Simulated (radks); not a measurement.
Removal energies from the terbium ion Tb2+, [Xe] 4f9, by Delta-SCF beside the eigenvalue of the level emptied. Calculated with a radial shooting solver on a logarithmic mesh with Libxc functionals: non-relativistic Kohn-Sham, PBE, spin-polarised, spherical densities, point nucleus. Open shells are filled with parallel spins first.

| removed from | final configuration | Delta-SCF (eV) | -eigenvalue (eV) |
|---|---|---|---|
| 4f | [Xe] 4f8 | 26.425 | 17.801 |
| 5p | [Kr] 4d10 4f9 5s2 5p5 | 42.566 | 36.473 |
| 5s | [Kr] 4d10 4f9 5s1 5p6 | 59.976 | 53.374 |
| 4d | [Kr] 4d9 4f9 5s2 5p6 | 169.48 | 159.62 |
